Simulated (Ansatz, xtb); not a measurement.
Ranking isomers of F2H3NOSi

3 gas-phase structures of F2H3NOSi, found in a search over its isomers (lower ones may exist). Each was relaxed with GFN2-xTB; where two conformers were screened, the lower at r2SCAN-D4/def2-SVP is listed:

A. `[NH3+][Si-](=O)(F)F`, a singlet
B. `N[Si](O)(F)F`, a singlet
C. `NO[SiH](F)F`, a singlet

Task: Estimate their order in r2SCAN-D4/def2-SVP energy at these geometries, lowest first.

Result: Calculated order at r2SCAN-D4/def2-SVP: B (0.0), A (27.9), C (73.6) kcal/mol.

Energies above the lowest of each column, in kcal/mol; the last columns are at B3LYP-D3(BJ)/def2-SVP geometries:

```
structure  GFN2-xTB  HF/STO-3G  r2SCAN-D4/def2-SVP  B3LYP-D3(BJ)/def2-SVP  CCSD(T)/def2-SVP + ΔMP2/def2-TZVPP
        B       0.0        0.0                 0.0                    0.0                                 0.0
        A      10.0       76.5                27.9                   27.7                                28.9
        C      49.3       41.7                73.6                   67.7                                75.0
```

Every level run on B puts it lowest or level with the lowest. Flexible structures stand in one conformer each, not always the lowest. The ΔMP2 step shifts differences by up to 6.4 kcal/mol, which makes them less sure. ΔMP2 is the change of the MP2 energy from the smaller to the larger basis.

Programs: Ansatz 0.2.0, xtb 6.7.1.
